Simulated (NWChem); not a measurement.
Molecule: C₂HBCl₂; SMILES C#CB(Cl)Cl

**Question.** Give the equilibrium geometry at PBE0/def2-SVP (NWChem) as an XYZ file, with the point group.

**Answer.** point group Cs; any orientation.
```
6

B      0.0005     0.0000    -0.0013
C      0.0314    -1.5146     0.0013
C      0.0548    -2.7317     0.0043
H      0.0753    -3.8076     0.0074
Cl     1.4902     0.9139    -0.0026
Cl    -1.5268     0.8498    -0.0026
```
